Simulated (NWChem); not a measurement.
Molecule: C3HCl2F; SMILES FC(Cl)=C=CCl

Task: Give the equilibrium geometry at PBE0/def2-SVP (NWChem) as an XYZ file, with the point group.

Result: point group C1; any orientation.
```
7

F     -1.5621     1.6089     0.2562
C     -0.4035     1.0558    -0.0513
Cl     0.9014     2.1671     0.0646
C     -0.2669    -0.1940    -0.4101
C     -0.1102    -1.4364    -0.7815
Cl     0.1994    -2.7397     0.3138
H     -0.1636    -1.7584    -1.8271
```
